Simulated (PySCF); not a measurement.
# Working out the excitation energy of B⁺

B⁺ [He] 2s2 (1S) → B⁺ [He] 2p2 (3P). All numbers are calculated (PySCF 2.14, the spin-free X2C one-electron Hamiltonian (Gaussian nucleus), in x2c-QZVPPall (7s4p3d2f1g, 57 functions)). Frozen: nothing. Energies in hartree (1 hartree = 27.21139 eV):

```tsv
part	B⁺ (lower)	B⁺ (upper)
UHF	-24.244372	-23.841653
CCSD correlation	-0.078982	-0.031471
(T)	-0.000414	-0.000052
```

Task: What does Hartree-Fock give?

Result: (-23.841653) − (-24.244372) = 0.402719 hartree = 10.959 eV.

Task: What do CCSD and CCSD(T) give?

Result: The CCSD correlation energies differ by 0.047511 hartree = 1.293 eV and the triples by 0.000362 hartree = 0.010 eV, so CCSD gives 12.252 eV and CCSD(T) 12.262 eV.

Measured between the centres of the two terms (NIST): 12.265 eV, so CCSD(T) (valence and next inner shell) is off by -0.003 eV.

What remains against the reference includes basis incompleteness and higher excitations.
